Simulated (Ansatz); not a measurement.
Computed with Ansatz on PBE0-D4/def2-TZVP structures; ΔE is electronic, products minus reactants. CCSD(T)/CBS is the MP2 limit (def2-TZVPP, def2-QZVPP) plus CCSD(T) − MP2 in def2-TZVPP, frozen cores. DFT in def2-TZVPP. def2 core potentials past Kr. For Ge, I outer-core shells are correlated without core-valence functions, which leaves a few kJ/mol of doubt a bond. Scalar relativity is left out up to krypton.

Reaction (ligand exchange at a Ge–I bond): `[GeH3][I]` + dimethylamine → `C[N](C)[GeH3]` + HI

```json
{"species": "`[GeH3][I]`", "BHLYP-D4 energy (Eh)": "-2376.47920"}
{"species": "`CNC`", "BHLYP-D4 energy (Eh)": "-135.13347"}
{"species": "`C[N](C)[GeH3]`", "BHLYP-D4 energy (Eh)": "-2213.31974"}
{"species": "HI", "BHLYP-D4 energy (Eh)": "-298.25812"}
```

Question: Work out ΔE.

Answer: ΔE = (-2213.31974) + (-298.25812) − (-2376.47920) − (-135.13347) = 0.03481 Eh = +91.4 kJ/mol. CCSD(T)/CBS gives +83.0 kJ/mol.

Largest T1 diagnostic among the species: 0.011.

From r2SCAN to r2SCAN0 (25 % exact exchange), in def2-TZVPP and without D4, ΔE moves by +4.1 kJ/mol. In def2-TZVPP, CCSD(T) changes the Hartree–Fock value by −24.8 kJ/mol (the triples alone add −2.7 kJ/mol) and MP2 by −21.5 kJ/mol. The D4 term adds −7.4 kJ/mol with B3LYP and −4.1 kJ/mol with PBE0; it sums over pairs of atoms, weighted by their polarisabilities, and B3LYP, whose exchange is more repulsive, gets the larger term.

B3LYP here is the variant with VWN-RPA as its local correlation; programs differ in this.
